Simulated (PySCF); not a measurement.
Radial density of K (potassium, neutral)

UHF, [Ar] 4s1, 2S determinant. Calculation: PySCF 2.14, in def2-SVP (5s3p2d, 24 functions); the non-relativistic Hamiltonian (point nucleus).

```tsv
r (bohr)	4πr²ρ (e/bohr)	4πr²(ρα − ρβ)
0.00152	0.1217	0.0000
0.00255	0.3359	0.0001
0.00429	0.8958	0.0002
0.00722	2.256	0.0005
0.0121	5.310	0.0010
0.0204	10.97	0.0020
0.0344	18.46	0.0030
0.0578	22.16	0.0023
0.0972	17.68	-0.0005
0.164	16.98	0.0020
0.275	22.92	0.0086
0.463	12.36	0.0001
0.778	5.254	0.0232
1.31	6.243	0.0051
2.20	1.626	0.0485
3.70	0.2538	0.1953
6.23	0.1500	0.1499
10.5	0.01245	0.0125
17.6	4.145e-05	0.0000
```
